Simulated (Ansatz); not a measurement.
Species: InCl, charge 1, multiplicity 2. SMILES of the parent species: [Cl][In]

Atoms: In1, Cl2. Bonds: In1-Cl2.

Bond lengths (Å) and angles (degrees) optimised at HF/STO-3G with Ansatz (a quantum-chemistry and plane-wave program); PBE/6-31G* with LANL2DZ past Ar with Ansatz; B3LYP/LANL2DZ with Ansatz; B3LYP/6-31G* with LANL2DZ past Ar with Ansatz, each started from the B3LYP-D3(BJ)/def2-TZVP structure (Ansatz) of the last column. A row stands for all coordinates that are equal there. 6-31G* holds six Cartesian d functions.

```json
[
 {"coordinate": "In1-Cl2", "HF/STO-3G": "2.203", "PBE/6-31G* with LANL2DZ past Ar": "2.292", "B3LYP/LANL2DZ": "2.381", "B3LYP/6-31G* with LANL2DZ past Ar": "2.287", "B3LYP-D3(BJ)/def2-TZVP": "2.346"}
]
```

Mean signed difference of all 1 bond lengths from B3LYP-D3(BJ)/def2-TZVP: HF/STO-3G -0.143 Å, PBE/6-31G* with LANL2DZ past Ar -0.054 Å, B3LYP/LANL2DZ 0.035 Å, B3LYP/6-31G* with LANL2DZ past Ar -0.059 Å.
